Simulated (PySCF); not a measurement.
C₃H₉In, SMILES C[CH2][InH][CH3]. Atoms are numbered in the order given.

```xyz
13

In     0.1200     0.4082    -0.0783
H      0.7888     1.0202    -1.5722
C     -0.1630     1.7713     1.5938
H     -0.6057     1.2701     2.4669
H     -0.8181     2.6042     1.2916
H      0.8059     2.2063     1.8880
C     -0.4138    -1.7087     0.0761
C     -0.1618    -2.5493    -1.1731
H     -1.4784    -1.7434     0.3726
H      0.1398    -2.1093     0.9452
H      0.9012    -2.5448    -1.4657
H     -0.7292    -2.1771    -2.0420
H     -0.4512    -3.6062    -1.0288
```

Coordinates come from a r2SCAN-D4/def2-SVP optimisation. The structure was generated by enumeration; whether it is a known compound was not checked. The def2 effective core potentials stand for the cores of In; spin–orbit coupling is left out. The values are those of a single conformer.

All values below come from TDDFT-PBE0/def2-SVPD in PySCF.

Vertical excitations. Gas-phase values at a fixed geometry.

```tsv
state	energy (eV)	λ (nm)	f	main pairs
S1	4.29	289	0.000	HOMO→LUMO 100 %
S2	4.82	257	0.001	HOMO−1→LUMO 100 %
S3	5.86	212	0.101	HOMO→LUMO+1 98 %
S4	6.50	191	0.052	HOMO−1→LUMO+1 96 %
S5	6.63	187	0.009	HOMO→LUMO+2 92 %
S6	6.95	178	0.138	HOMO→LUMO+3 77 %, HOMO−2→LUMO 12 %
S7	7.18	173	0.019	HOMO−1→LUMO+2 59 %, HOMO−2→LUMO 34 %
S8	7.25	171	0.122	HOMO−2→LUMO 51 %, HOMO−1→LUMO+2 22 %, HOMO→LUMO+4 11 %, HOMO→LUMO+3 9 %
S9	7.34	169	0.147	HOMO→LUMO+4 70 %, HOMO−1→LUMO+3 19 %
S10	7.52	165	0.334	HOMO−1→LUMO+3 70 %, HOMO→LUMO+4 12 %
T1	4.03	308	0	HOMO→LUMO 99 %
T2	4.47	277	0	HOMO−1→LUMO 98 %
T3	5.17	240	0	HOMO→LUMO+1 79 %, HOMO→LUMO+3 13 %
T4	5.66	219	0	HOMO−1→LUMO+1 72 %, HOMO−1→LUMO+3 18 %
```
Triplets are in the Tamm–Dancoff approximation, which puts them higher than full response would, so one can lie above its singlet here.
